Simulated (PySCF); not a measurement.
Stretching GeAs

Set-up: basis Ge cc-pVTZ-PP with ECP10, As cc-pVTZ-PP with ECP10; scalar-relativistic core potentials; PySCF 2.14. Energies in eV from Ge + As in their ground configurations at the same level. All curves are PBE0. state 1: ²Π (doublet), unpaired electrons π ↑; state 2: ²Σ⁺ (doublet), unpaired electrons σ ↑, a second solution, started from another occupation; state 3: ⁴Π (quartet), unpaired electrons π ↑↑↑, a second solution, started from another occupation; state 4: ⁶Σ⁺ (sextet), unpaired electrons σ ↑, π ↑↑↑↑, a second solution, started from another occupation.

```
R (Å)  state 1  state 2  state 3  state 4
1.931   -1.674   -2.124    1.547   3.5138
2.021   -2.397   -2.558    0.389   2.2991
2.110   -2.796   -2.715   -0.414   1.4319
2.178   -2.938   -2.704   -0.839   0.9536
2.245   -2.979   -2.614   -1.147   0.5884
2.312   -2.941   -2.465   -1.361   0.3131
2.402   -2.802   -2.211   -1.531   0.0533
2.514   -2.546   -1.883   -1.607  -0.1473
2.649   -2.207   -1.514   -1.563  -0.2691
2.829   -1.765   -1.093   -1.368  -0.3163
```

Question: Put a parabola through the three lowest points of the state 1 curve and estimate Re, k and ωe (reduced mass 37.21 u; 1 eV/Å² = 0.16022 mdyn/Å; ωe = 1302.8·√(k/μ) cm⁻¹).

Answer: Through R = 2.178, 2.245, 2.312 Å the second-order coefficient is 8.80 eV/Å², so Re ≈ 2.246 Å, k ≈ 2.82 mdyn/Å and ωe ≈ 359 cm⁻¹. A polynomial fit of higher order to the unrounded PBE0 energies gives Re = 2.243 Å, k = 2.79 mdyn/Å, ωe = 357 cm⁻¹; anharmonicity and rounding make the difference.

The higher-order fit for each curve: state 1: Re = 2.243 Å, ωe = 357 cm⁻¹, De = 2.98 eV; state 2: Re = 2.136 Å, ωe = 392 cm⁻¹, minimum 2.72 eV below the ground-state fragments; state 3: Re = 2.533 Å, ωe = 237 cm⁻¹, minimum 1.61 eV below the ground-state fragments; state 4: Re = 2.846 Å, ωe = 114 cm⁻¹, minimum 0.317 eV below the ground-state fragments.

⟨S²⟩ of the unrestricted solution departs from its pure value on part of the curve, where spin states mix. Spin–orbit coupling is left out. The state is the lowest determinant that a PBE0 search found; another state may lie lower at other levels.
